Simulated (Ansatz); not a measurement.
`FB(F)[SeH]` + H₂O → `OB(F)F` + H₂Se at 298.15 K and 1 bar (formal hydrolysis of a B–Se bond).

Gas-phase electronic energies from Ansatz, PBE0-D4/def2-TZVP geometries. CCSD(T)/CBS is the MP2 limit (def2-TZVPP, def2-QZVPP) plus CCSD(T) − MP2 in def2-TZVPP, frozen cores. This one scheme is used for every species. For Se outer-core shells are correlated without core-valence functions, which leaves a few kJ/mol of doubt a bond. Scalar relativity is left out up to krypton. One conformer a species, not always the lowest.

```json
{"species": "`FB(F)[SeH]`", "CCSD(T)/CBS energy (Eh)": "-2625.82827", "H − E (kJ/mol)": "61.9", "S (J/(mol·K))": "301.9"}
{"species": "H₂O", "CCSD(T)/CBS energy (Eh)": "-76.37941", "H − E (kJ/mol)": "66.4", "S (J/(mol·K))": "188.7"}
{"species": "`OB(F)F`", "CCSD(T)/CBS energy (Eh)": "-300.33752", "H − E (kJ/mol)": "77.6", "S (J/(mol·K))": "272.4"}
{"species": "H₂Se", "CCSD(T)/CBS energy (Eh)": "-2401.89790", "H − E (kJ/mol)": "45.8", "S (J/(mol·K))": "219.1"}
```

H − E and S are ideal-gas, rigid-rotor, harmonic terms from PBE0-D4/def2-TZVP, for one conformer and one mirror image of each species. 1 Eh = 2625.50 kJ/mol, R = 8.31446 J/(mol·K).

**Question.** By hand: ΔE, ΔH, ΔS and ΔG.

**Answer.** ΔE = (-300.33752) + (-2401.89790) − (-2625.82827) − (-76.37941) = -0.02774 Eh = -72.8 kJ/mol. Δ(H − E) = 77.6 + 45.8 − 61.9 − 66.4 = -4.9, so ΔH = -77.7 kJ/mol. ΔS = 272.4 + 219.1 − 301.9 − 188.7 = 0.9 J/(mol·K). ΔG = -77.7 − 298.15 × (0.9)/1000 = -78.0 kJ/mol.

**Question.** By hand: the equilibrium constant, and the temperature at which ΔG would vanish if ΔH and ΔS stayed fixed.

**Answer.** log₁₀ K = −ΔG/(RT ln 10) = 13.7. ΔH and −TΔS have one sign here, so there is no such temperature. One of them is within its doubt of zero, so this could turn.

The number of gas molecules stays the same, so ΔS is small and ΔH decides. A doubt of 5 kJ/mol in ΔE shifts log₁₀ K by 0.9 here. Other conformers and mirror images would add mixing entropy, several J/(mol·K) or more a flexible species. These are equilibria of isolated gas molecules and say nothing of rates. Largest T1 diagnostic: 0.012 (customary marks: 0.02 for closed shells, 0.045 for open ones).
